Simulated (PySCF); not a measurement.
# [NiO2]-: double against triple zeta

Base calculation in PySCF with density fitting and no spin–orbit coupling, PBE0/def2-SVPD (no relativity): quartet, D∞h, Ni–O 1.655 Å (×2); wavenumbers 156 (×2), 767, 875 cm⁻¹; polar-tensor charge of Ni 1.13 e.

Task: What changes on going to PBE0/def2-TZVPD (no relativity)?

Result: The point group stays the same. Changes: mean bond to Ni -0.002 Å, highest wavenumber +2 cm⁻¹, lowest wavenumber +11 cm⁻¹, polar-tensor charge of Ni -0.09 e. The new structure has Ni–O 1.653 Å (×2), with wavenumbers 167 (×2), 775, 877 cm⁻¹. The geometry is nearly converged in the smaller basis.

Open d or f shells are single determinants, so the state found may not be the ground state. The structures come from searches over a few start shapes, so lower isomers are not excluded.
